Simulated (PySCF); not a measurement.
**From computed data to an observable: oscillator strength and radiative lifetime**

Ga(Me)(SeH)2 (CH5GaSe2), SMILES [CH3][Ga]([SeH])[SeH].

Coordinates come from a ωB97X-D3(BJ)/def2-SVP optimisation. Other conformers were not sampled.

TDA-PBE/def2-SVPD run with PySCF puts the first singlet state with f over 0.02 at 4.73 eV (vertical), with the transition dipole (-0.055, 0.844, 0.000) in atomic units.

Q: Find the oscillator strength, the wavelength and the radiative lifetime that this transition would have in vacuum if emission retraced absorption.

A: 
|μ|² = 0.7154 au, so |μ| = 2.15 D. ΔE = 4.73/27.211 = 0.1738 hartree. f = (2/3) ΔE |μ|² = 0.083 (the program prints 0.083).
λ = 1239.84/4.73 = 262 nm; ν = 38150 cm⁻¹.
Einstein's coefficient A = 0.6670 ν² f s⁻¹ (ν in cm⁻¹) = 8.0e7 s⁻¹, so τ = 1/A = 12 ns. This state is S2; the lower singlet has f = 0.000. The figure is the radiative limit of this one transition; relaxation, internal conversion, crossing to triplets and a medium change what is measured.
